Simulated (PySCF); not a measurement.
C₃H₇F₃Si₂, SMILES C=CC[SiH2][Si](F)(F)F, GFN2-xTB optimised geometry. Atoms within 1.6 Å of the plane z = 0.0 Å (x, y, z in Å): C1 (1.66, -1.26, 1.04), C2 (0.91, -0.95, 0.00), C3 (-0.59, -0.95, 0.00), Si4 (-1.26, 0.83, 0.00), F8 (1.05, 2.66, -1.53), H9 (2.73, -1.23, 1.00), H11 (1.37, -0.66, -0.93), H12 (-0.95, -1.48, -0.89), H13 (-0.96, -1.49, 0.88), H14 (-0.91, 1.49, 1.27), H15 (-2.73, 0.78, -0.11).

Method: PySCF with CAM-B3LYP/def2-TZVP. Cells within 0.4 Å of a nucleus heavier than hydrogen are left out (blank, or x).

Map of the electron localisation function on the plane z = 0.0 Å:

```
|00000000000000000000000000000|
|00000000000000000000000000000|
|00000000000000000000000000000|
|00000000000000000000000000000|
|00000000000000000000000000000|
|00000000000000000000000000000|
|00000000000000000110000000000|
|00000000001111000000000000000|
|00004652112333100000000000000|
|00069998422354200000000000000|
|00299999810024200000000000000|
|0059999990xx02100000000000000|
|0069999991xx01100010000000000|
|00499999902116201232000000000|
|00189999535898434553100000000|
|00037863148987665563100000000|
|000011000255xx88xx53101220000|
|000000000243xx98xx54113541000|
|00000000024644774575224541000|
|00000000013554456886323320000|
|00000000002332125776311100000|
|00000000000110003676310000000|
|00000000000000001454210000000|
|00000000000000000132100000000|
|00000000000000000000000000000|
|00000000000000000000000000000|
|00000000000000000000000000000|
|00000000000000000000000000000|
|00000000000000000000000000000|
```
Scale: ten equal steps from 0.000 (start of '0') to 1.000 (end of '9'), in the order '0123456789'; x runs from -5.00 to 5.00, y from -5.00 (bottom) to 5.00 (top).
